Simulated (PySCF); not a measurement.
A structure optimised at B3LYP-D3(BJ)/def2-SVP, used in a PySCF frequency run:

```xyz
6

W      0.2067    -0.0611     0.0609
O      1.3216    -0.8456    -0.9699
O      0.8282    -0.0523     1.6510
Cl    -0.1709     2.0772    -0.6742
S     -1.7435    -1.3672     0.1655
H     -1.6936    -1.7311    -1.1412
```
Charge 0, spin multiplicity 1.

Question: Write its SMILES and formula.

Answer: [O]=[W](=[O])([SH])[Cl], ClHO₂SW

Question: What are its rotational constants (standard atomic weights)?

Answer: 2.5810, 1.5721, 1.2962 GHz
